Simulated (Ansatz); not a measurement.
`[Br][SnH]([Br])[Br]` + H–F → `[F][SnH]([Br])[Br]` + HBr at 500 K and 1 bar (ligand exchange at the Sn–Br bond).

Gas-phase electronic energies from Ansatz, PBE0-D4/def2-TZVP geometries. CBS: MP2 limit from def2 TZ/QZ plus the TZ coupled-cluster correction, frozen cores. This one scheme is used for every species. def2 core potentials past Kr. For Br, Sn outer-core shells are correlated without core-valence functions, which leaves a few kJ/mol of doubt a bond. Scalar relativity is left out up to krypton.

| species | CCSD(T)/CBS energy (Eh) | H − E (kJ/mol) | S (J/(mol·K)) |
| --- | --- | --- | --- |
| `[Br][SnH]([Br])[Br]` | -7934.72420 | 64.1 | 428.4 |
| H–F | -100.39570 | 39.4 | 188.7 |
| `[F][SnH]([Br])[Br]` | -5461.18012 | 65.2 | 413.5 |
| HBr | -2573.91920 | 30.5 | 213.7 |

H − E and S are ideal-gas, rigid-rotor, harmonic terms from PBE0-D4/def2-TZVP. 1 Eh = 2625.50 kJ/mol, R = 8.31446 J/(mol·K).

By hand: ΔE, ΔH, ΔS and ΔG.

ΔE = (-5461.18012) + (-2573.91920) − (-7934.72420) − (-100.39570) = 0.02058 Eh = 54.0 kJ/mol. Δ(H − E) = 65.2 + 30.5 − 64.1 − 39.4 = -7.8, so ΔH = 46.2 kJ/mol. ΔS = 413.5 + 213.7 − 428.4 − 188.7 = 10.1 J/(mol·K). ΔG = 46.2 − 500 × (10.1)/1000 = 41.2 kJ/mol.

By hand: the equilibrium constant, and the temperature at which ΔG would vanish if ΔH and ΔS stayed fixed.

log₁₀ K = −ΔG/(RT ln 10) = -4.3. ΔG = 0 at ΔH/ΔS = 4574 K, far beyond where these terms or the molecules hold.

The number of gas molecules stays the same, so ΔS is small and ΔH decides. A doubt of 5 kJ/mol in ΔE shifts log₁₀ K by 0.5 here. These are equilibria of isolated gas molecules and say nothing of rates. Largest T1 diagnostic: 0.011 (customary marks: 0.02 for closed shells, 0.045 for open ones).
